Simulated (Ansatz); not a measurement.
Cost and result up the ladder for Pd₄H₃ (7 atoms). Charge 0, multiplicity 2. Geometry: B3LYP-D4/def2-SVP.

```tsv
atom	x (Å)	y (Å)	z (Å)
Pd1	-1.817	0.655	-0.512
Pd2	0.138	-1.302	-0.233
Pd3	-0.091	0.570	1.629
Pd4	0.850	1.139	-0.983
H5	1.598	-1.491	0.254
H6	0.948	1.376	0.641
H7	-1.627	-0.947	-0.796
```

Ansatz on 4 threads of Intel Xeon Platinum 8259CL on a shared host. Times are rough, and most runs start from the orbitals of an earlier one. PBE0-D4/def2-TZVP serves as the yardstick here, not as an exact answer. Differences are given only for rows in sets of like size (and for xTB, whose basis is part of the method), since another set adds its own error. Binding counts from free atoms at the same level (Pd singlet, H doublet; other spins of the atoms weren't run), without zero-point energy or a counterpoise term.

In the def2 sets Pd takes a core potential; there is no spin–orbit coupling. B3LYP takes the VWN-RPA correlation. No other spin state of charge 0 was run. Another isomer (doublet) lies 0.26 eV lower at PBE0-D4/def2-TZVP; other spin states weren't run for this one.

Run but left out: HF/STO-3G, MP2/def2-TZVP (⟨S²⟩ 1.91 to 4.58, where a pure state has 0.75).

```tsv
level	functions	wall time
LDA (SPW92)/def2-TZVP	178	3.9 s
PBE-D4/def2-SVP	139	6.5 s
PBE-D4/def2-TZVP (with forces)	178	9 s
PBE0-D4/def2-SVP	139	13 s
r2SCAN-D4/def2-TZVP	178	15 s
B3LYP-D4/def2-TZVP	178	27 s
PBE0-D4/def2-TZVP	178	29 s
BHLYP-D4/def2-TZVP	178	33 s
```

**Question.** Estimate what each level gives for the binding energy per atom (eV).

**Answer.** 
```json
{"level": "LDA (SPW92)/def2-TZVP", "binding energy per atom (eV)": "2.63", "difference from PBE0-D4/def2-TZVP (eV)": "0.73", "remarks": "–"}
{"level": "PBE-D4/def2-SVP", "binding energy per atom (eV)": "2.19", "difference from PBE0-D4/def2-TZVP (eV)": "–", "remarks": "–"}
{"level": "PBE-D4/def2-TZVP (with forces)", "binding energy per atom (eV)": "2.20", "difference from PBE0-D4/def2-TZVP (eV)": "0.29", "remarks": "–"}
{"level": "PBE0-D4/def2-SVP", "binding energy per atom (eV)": "1.90", "difference from PBE0-D4/def2-TZVP (eV)": "–", "remarks": "–"}
{"level": "r2SCAN-D4/def2-TZVP", "binding energy per atom (eV)": "2.28", "difference from PBE0-D4/def2-TZVP (eV)": "0.37", "remarks": "–"}
{"level": "B3LYP-D4/def2-TZVP", "binding energy per atom (eV)": "1.93", "difference from PBE0-D4/def2-TZVP (eV)": "0.02", "remarks": "–"}
{"level": "PBE0-D4/def2-TZVP", "binding energy per atom (eV)": "1.91", "difference from PBE0-D4/def2-TZVP (eV)": "0.00", "remarks": "–"}
{"level": "BHLYP-D4/def2-TZVP", "binding energy per atom (eV)": "1.65", "difference from PBE0-D4/def2-TZVP (eV)": "-0.26", "remarks": "spin-contaminated (⟨S²⟩ 1.01)"}
```
